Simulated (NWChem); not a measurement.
A series in which one site is exchanged, each optimised at PBE0/def2-SVP with NWChem, gas phase unless a solvent is named. This build's default masses of Se (78.918 u) and Br (79.917 u) are each other's, which moves their modes by up to 0.6 %.

A: C(=C=C)C#C (C₅H₄; site = H)
B: C#CC(Br)=C=C (C$_{5}$H$_{3}$Br; site = Br)
C: C(C#C)(=C=C)Cl (C₅H₃Cl; site = Cl)
D: C#CC(F)=C=C (C$_{5}$H$_{3}$F; site = F)

Values for A:

```
Quantity                                             Value
---------------------------------------------------  -----
dipole (D), PBE0/def2-SVP                             0.72
static polarisability, PBE0/def2-SVPD (bohr³)         64.8
lowest singlet excitation, PBE0/def2-SVPD, TDA (eV)   5.26
```

**Question.** How do these values change for the other members?

**Answer.** 
```tsv
change from A	B	C	D
dipole (D), PBE0/def2-SVP	+0.97	+1.06	+1.19
static polarisability, PBE0/def2-SVPD (bohr³)	+23.5	+15.0	+0.9
lowest singlet excitation, PBE0/def2-SVPD, TDA (eV)	-1.26	-1.01	-0.94
```
